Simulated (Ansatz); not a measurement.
C9H16FN2Sc (`C[N](C)[Sc]1234([N](C)C)[C@@H]5[C@H]1[C@H]2[C@@]3(F)[C@@H]54`). Total charge 0; spin multiplicity 1. Correlated methods include outer-core shells of Sc, which these sets cover unevenly. Scalar relativity is left out up to krypton.

```tsv
atom	x (Å)	y (Å)	z (Å)
C1	1.5048	-2.0593	1.0252
N2	0.3594	-1.8220	0.1840
C3	-0.2320	-3.0506	-0.2662
Sc4	0.0015	0.0965	-0.2322
N5	0.0908	1.3303	1.3473
C6	-0.0150	2.7657	1.3942
C7	0.2234	0.8021	2.6853
C8	0.4640	0.6139	-2.6037
C9	-0.1207	1.7684	-2.0490
C10	-1.4609	1.4707	-1.7070
C11	-1.6780	0.1382	-2.1001
F12	-2.8347	-0.5181	-1.9537
C13	-0.5117	-0.4120	-2.6410
H14	2.2733	-2.6642	0.5174
H15	1.2459	-2.5854	1.9589
H16	1.9868	-1.1166	1.3208
H17	0.4731	-3.6629	-0.8530
H18	-1.1056	-2.8573	-0.8941
H19	-0.5688	-3.6767	0.5756
H20	0.8810	3.2299	1.8374
H21	-0.8722	3.0924	2.0052
H22	-0.1427	3.1881	0.3955
H23	-0.6234	1.1017	3.3230
H24	0.2517	-0.2909	2.6823
H25	1.1386	1.1597	3.1852
H26	1.4781	0.5257	-2.9676
H27	0.3699	2.7193	-1.9009
H28	-2.1895	2.1339	-1.2659
H29	-0.3872	-1.4206	-3.0030
```

Give the diagnostics of a CCSD(T)/def2-TZVPP run (frozen core, Ansatz 0.2.0). (Estimate.)

The calculation gave: T1 = 0.0137, largest single amplitude 0.032, largest double 0.017, (T) share of the correlation energy 4.4 %, 12 CCSD cycles. The RHF solution is stable towards an unrestricted one. T1 lies under the customary mark of 0.02 for closed shells.
